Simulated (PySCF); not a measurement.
## Highest orbital energy against ionisation energy along group 15

Calculated with PySCF 2.14, no spin-orbit coupling. Each cell gives −ε(HOMO) / ΔSCF in eV; NIST values include spin-orbit coupling, (s) semi-empirical, (t) theoretical.

```
                                                                               species              UHF              LDA              PBE             PBE0           r2SCAN  NIST (lowest levels)
    N⁺ (x2c-TZVPPall with one added diffuse shell each of s, p, d type, spin-free X2C)  30.374 / 29.204  21.990 / 30.047  22.012 / 29.894  24.235 / 29.906  22.790 / 30.133            29.601 (s)
    P⁺ (x2c-TZVPPall with one added diffuse shell each of s, p, d type, spin-free X2C)  19.714 / 19.150  14.906 / 19.810  14.978 / 19.776  16.321 / 19.809  15.400 / 19.927            19.769 (s)
   As⁺ (x2c-TZVPPall with one added diffuse shell each of s, p, d type, spin-free X2C)  18.400 / 17.936  14.032 / 18.626  14.012 / 18.484  15.277 / 18.531  14.425 / 18.685                18.589
Sb⁺ (x2c-TZVPPall with one added diffuse shell each of s, p, d, f type, spin-free X2C)  16.389 / 15.999  12.650 / 16.664  12.561 / 16.463  13.687 / 16.525  12.941 / 16.633        16.626 ± 0.025
Bi⁺ (x2c-TZVPPall with one added diffuse shell each of s, p, d, f type, spin-free X2C)  15.707 / 15.349  12.145 / 16.031  12.035 / 15.815  13.121 / 15.875  12.394 / 15.954                16.703
```

Q: How far is −ε(HOMO) from ΔSCF on average for each method, and why?

A: UHF 0.59 eV; LDA -5.09 eV; PBE -4.97 eV; PBE0 -3.60 eV; r2SCAN -4.68 eV. Hartree-Fock orbital energies lack relaxation and so exceed the ΔSCF value; semilocal functionals have convex E(N) from self-interaction, so their HOMO lies far too high; exact exchange moves hybrids part of the way back.
